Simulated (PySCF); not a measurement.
Molecule: `O(C)[Si](C)(C)OC`, C₄H₁₂O₂Si.

Atom-mapped SMILES (the numbers label the heavy atoms): `[CH3:1][O:2][Si:3]([CH3:4])([CH3:5])[O:6][CH3:7]`. Each H is labelled by its parent atom.

Geometry PBE0-D3(BJ)/def2-SVP throughout; GIAO in PySCF 2.14.0 with density-fitted response routines, gas phase, one conformer, non-relativistic; equivalent atoms averaged; functional PBE0.

For orientation, 6-31G gives these absolute shieldings σ: C1/C7 151.5, C4/C5 202.6, O2/O6 320.5, Si3 416.4, H(C1)/H(C7) 28.93, H(C4)/H(C5) 32.51 ppm.

A run gave: C1/C7 136.3, C4/C5 191.4, O2/O6 298.4, Si3 330.0, H(C1)/H(C7) 27.99, H(C4)/H(C5) 31.44 ppm (absolute shieldings σ).

**Question.** Which basis set was used in that run?
A. def2-SVP
B. pcSseg-1
C. STO-3G
D. def2-TZVP
E. pcSseg-0

**Answer.** D. C1/C7 tells them apart best: def2-TZVP gives 136.3, STO-3G gives 188.6, pcSseg-1 gives 133.7, pcSseg-0 gives 140.3, def2-SVP gives 146.1 ppm.
